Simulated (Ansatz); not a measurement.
GeH8Si2, SMILES `[SiH3][SiH2][GeH3]`. The species carries charge 0 and has multiplicity 1.

```tsv
atom	x (Å)	y (Å)	z (Å)
Si1	1.138	1.296	-0.952
Si2	0.347	0.136	0.916
Ge3	-1.375	-1.380	0.282
H4	2.216	2.250	-0.579
H5	0.023	2.056	-1.579
H6	1.675	0.333	-1.950
H7	-0.189	1.097	1.920
H8	1.461	-0.623	1.550
H9	-0.840	-2.391	-0.745
H10	-2.545	-0.615	-0.360
H11	-1.910	-2.157	1.497
```

Question: List the harmonic frequencies (cm⁻¹, unscaled) at PBE0-D4/def2-TZVP in Ansatz. (Estimate.)

Answer: Ansatz gave: 77, 83, 97, 310, 335, 400, 410, 446, 538, 568, 693, 701, 803, 873, 883, 883, 920, 938, 941, 2143, 2151, 2151, 2204, 2213, 2215, 2226, 2228.

Question: Is this a minimum?

Answer: Yes, all 27 modes are real.

Question: Give the ideal-gas thermochemistry at 298.15 K and 1 bar (rigid rotor, harmonic oscillator; point group Cs, symmetry number 1).

Answer: Zero-point energy 170.1 kJ/mol; H(298) − E = 193.0 kJ/mol; entropy 366.2 J/(mol·K), of which translation 170.2, rotation 115.2, vibration 80.8; G(298) − E = 83.8 kJ/mol. Modes under 100 cm⁻¹ are hindered rotations or soft bends, so the harmonic entropy is rough.
